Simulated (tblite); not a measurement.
Compound: C4H8BF3O.
Atom-mapped SMILES: `[CH3:1][O+:2]([CH3:3])[BH2-:4][C:5]([F:6])=[C:7]([F:8])[F:9]` (hydrogens: H10, H11, H12 on C1; H13, H14, H15 on C3; H16, H17 on B4)
Bond orders are those of one Lewis drawing.

Computed with GFN2-xTB (tblite), gas phase: L-BFGS steps from a force-field or distance-geometry start until the largest atomic force falls under 0.01 eV/Å.

Step 2: E = -873.4221 eV
```
atom  x, y, z in Å  |  force x, y, z in eV/Å
C1     -1.4838   -0.6818   -1.1896   -0.056   0.140   0.195
O2     -1.0067    0.3829   -0.3778   -0.283   0.006  -0.048
C3     -1.4512    0.3472    0.9727    0.211  -0.331  -0.136
B4      0.5094    0.5980   -0.5766    0.124   0.067  -0.146
C5      1.4007   -0.3241    0.3564    0.190   0.238   0.111
F6      1.0843   -1.5932    0.7472   -0.100  -0.021  -0.011
C7      2.5751    0.1588    0.7297   -0.675  -0.587  -0.037
F8      2.9583    1.3845    0.3819    0.600  -0.134   0.376
F9      3.4361   -0.5242    1.4759    0.766   0.292   0.202
H10    -2.5622   -0.6002   -1.2580   -0.278  -0.069  -0.160
H11    -1.2083   -1.6528   -0.7956    0.076  -0.274   0.215
H12    -0.9912   -0.5561   -2.1525   -0.373  -0.041  -0.037
H13    -2.5254    0.4375    0.9812   -0.496  -0.033   0.046
H14    -1.0240    1.1811    1.5178    0.167   0.164  -0.142
H15    -1.1474   -0.5786    1.4670   -0.028  -0.062   0.006
H16     0.7160    0.3215   -1.6962    0.219   0.189  -0.420
H17     0.7133    1.7116   -0.2941   -0.064   0.455  -0.014
```

Step 3: E = -873.4762 eV
```
atom  x, y, z in Å  |  force x, y, z in eV/Å
C1     -1.4897   -0.6884   -1.1884   -0.017   0.239   0.261
O2     -1.0244    0.3848   -0.3772    0.160  -0.021  -0.116
C3     -1.4560    0.3432    0.9800    0.215  -0.198  -0.382
B4      0.5232    0.6074   -0.5867   -0.160  -0.036   0.004
C5      1.4056   -0.3193    0.3612   -0.800  -0.286  -0.222
F6      1.0815   -1.5944    0.7471   -0.113   0.118  -0.070
C7      2.5667    0.1465    0.7322    0.543  -0.024   0.321
F8      2.9735    1.3682    0.3971    0.443  -0.033   0.260
F9      3.4526   -0.5082    1.4752    0.595   0.111   0.206
H10    -2.5651   -0.6004   -1.2621   -0.364  -0.146  -0.136
H11    -1.2066   -1.6567   -0.7904    0.037  -0.226   0.183
H12    -1.0039   -0.5568   -2.1519   -0.295  -0.055  -0.069
H13    -2.5299    0.4354    0.9799   -0.497  -0.038   0.144
H14    -1.0198    1.1820    1.5094    0.121   0.142  -0.079
H15    -1.1474   -0.5808    1.4659   -0.014  -0.136   0.071
H16     0.7227    0.3273   -1.7077    0.189   0.192  -0.330
H17     0.7102    1.7223   -0.2947   -0.043   0.397  -0.046
```

Problem. Estimate the geometry and energy of step 4. (The exact step hangs on the optimiser's Hessian estimate; all steps are aligned on step 3, rigid shifts and turns removed.)

Solution. E = -873.5305 eV, largest force 0.546 eV/Å
```
atom  x, y, z in Å  |  force x, y, z in eV/Å
C1     -1.4972   -0.6935   -1.1835   -0.041   0.191   0.203
O2     -1.0403    0.3869   -0.3783    0.433  -0.057  -0.179
C3     -1.4595    0.3378    0.9824    0.035  -0.013  -0.418
B4      0.5358    0.6179   -0.5980   -0.357  -0.032   0.069
C5      1.3959   -0.3202    0.3625   -0.013   0.001  -0.027
F6      1.0764   -1.5935    0.7457   -0.215   0.024  -0.078
C7      2.5704    0.1346    0.7414    0.122  -0.064   0.126
F8      2.9968    1.3492    0.4180    0.285   0.214   0.081
F9      3.4793   -0.4890    1.4774    0.433  -0.191   0.273
H10    -2.5739   -0.6031   -1.2687   -0.307  -0.215  -0.053
H11    -1.2045   -1.6636   -0.7819   -0.046  -0.050   0.106
H12    -1.0226   -0.5586   -2.1521   -0.214  -0.078  -0.050
H13    -2.5418    0.4323    0.9809   -0.213  -0.062   0.208
H14    -1.0134    1.1845    1.4984    0.021   0.024  -0.066
H15    -1.1474   -0.5863    1.4662   -0.028  -0.104   0.057
H16     0.7329    0.3368   -1.7251    0.127   0.214  -0.155
H17     0.7059    1.7399   -0.2963   -0.024   0.198  -0.099
```

The energy changes by -0.0543 eV. The first-order estimate −F·Δx gives -0.0823 eV and the mean of the old and new forces, exact on a quadratic surface, -0.0544 eV. The step makes an angle of 52° with the force vector and moves no atom by more than 0.037 Å.

What follows is the cost of the whole relaxation. On one thread, Arm Neoverse N1 (aarch64), no GPU, shared host with 64 logical CPUs at a one-minute load of 46, this took 1.4 s wall.
